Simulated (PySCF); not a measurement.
Species: `C#C[C@@H]1CS[C@H](F)C1=O`. The columns A, B, C and D hold Mulliken, IAO, Hirshfeld and ESP-fitted charges (e) of one PBE0/pcSseg-1 density (PySCF), in a shuffled order. Coordinates in Å (GFN2-xTB); the density's dipole moment is (0.31, -1.90, 1.24) D.

| atom | x | y | z | A | B | C | D |
| --- | --- | --- | --- | --- | --- | --- | --- |
| C1 | 2.243 | -0.901 | -1.389 | -0.338 | -0.223 | -0.463 | -0.102 |
| C2 | 1.529 | -0.517 | -0.509 | +0.315 | -0.030 | +0.157 | -0.042 |
| C3 | 0.612 | -0.056 | 0.517 | -0.323 | -0.185 | -0.361 | -0.025 |
| C4 | -0.484 | -1.078 | 0.814 | -0.231 | -0.338 | -0.296 | -0.068 |
| S5 | -1.997 | -0.118 | 1.182 | +0.043 | +0.106 | -0.107 | +0.016 |
| C6 | -1.558 | 1.061 | -0.108 | +0.084 | +0.028 | -0.077 | +0.043 |
| F7 | -1.836 | 0.552 | -1.353 | -0.303 | -0.305 | -0.135 | -0.109 |
| C8 | -0.040 | 1.242 | 0.049 | +0.303 | +0.380 | +0.571 | +0.162 |
| O9 | 0.518 | 2.283 | -0.128 | -0.304 | -0.354 | -0.418 | -0.201 |
| H10 | 2.890 | -1.238 | -2.142 | +0.048 | +0.207 | +0.319 | +0.098 |
| H11 | 1.182 | 0.182 | 1.423 | +0.194 | +0.195 | +0.216 | +0.069 |
| H12 | -0.261 | -1.702 | 1.676 | +0.175 | +0.172 | +0.221 | +0.057 |
| H13 | -0.687 | -1.709 | -0.052 | +0.181 | +0.170 | +0.189 | +0.044 |
| H14 | -2.111 | 1.997 | -0.001 | +0.155 | +0.177 | +0.184 | +0.058 |

Q: Which column most likely holds the ESP-fitted charges?

A: C. Σ q r misses the density's dipole by 0.05 D (C), 1.00 D (D), 2.12 D (B), 3.68 D (A). Charges fitted to the outside potential are the only set here that is tied to the molecule's multipoles.

Q: And the Hirshfeld charges?

A: D. The mean sizes are 0.078 e (D), 0.205 e (B), 0.214 e (A), 0.265 e (C), and Hirshfeld charges are commonly the smallest of these schemes.

As computed, A = Mulliken, B = IAO, C = ESP-fitted, D = Hirshfeld. Hydrogens on carbon: Mulliken +0.05 to +0.19, IAO +0.17 to +0.21, ESP-fitted +0.18 to +0.32, Hirshfeld +0.04 to +0.10 e.

The IAO scheme projects the occupied orbitals on a minimal set of polarised atomic orbitals and counts the electrons in each atom's part of it. The Mulliken scheme gives each basis function's population to the atom it is centred on and halves the overlap population of two atoms between them.

Geometry: GFN2-xTB, one conformer, isolated molecule.

The run behind these numbers computed NMR shieldings as well. On an Arm Neoverse V1 with one thread (shared host), this took 28 s and 0.83 GiB of memory at its peak.
